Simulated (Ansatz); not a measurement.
Start from `NC(N)S` and change one atom or group to get `NC([SiH3])S`.

Ansatz, PBE0-D4/def2-TZVP geometries, multiplicity 1. Each molecule was computed in one conformer, which needn't be the lowest.

```tsv
property	`NC(N)S`
size of the dipole moment (ωB97M-V/def2-TZVPP) / D	2.25
LUMO energy (PBE0/def2-TZVPP) / eV	0.29
HOMO–LUMO gap (PBE0/def2-TZVPP) / eV	7.09
LUMO energy (PBE/def2-TZVPP) / eV	-0.62
HOMO energy (PBE/def2-TZVPP) / eV	-5.49
HOMO energy (ωB97M-V/def2-TZVPP) / eV	-9.06
```

(1) Give the same properties after the change, and the shifts. (An estimate is asked.)

Answers

(1) Computed: 
```tsv
property	`NC([SiH3])S`	shift
size of the dipole moment (ωB97M-V/def2-TZVPP) / D	1.59	-0.66
LUMO energy (PBE0/def2-TZVPP) / eV	0.07	-0.22
HOMO–LUMO gap (PBE0/def2-TZVPP) / eV	6.88	-0.21
LUMO energy (PBE/def2-TZVPP) / eV	-0.82	-0.20
HOMO energy (PBE/def2-TZVPP) / eV	-5.55	-0.06
HOMO energy (ωB97M-V/def2-TZVPP) / eV	-9.04	0.02
```

Dipoles are sizes alone; their direction can turn.
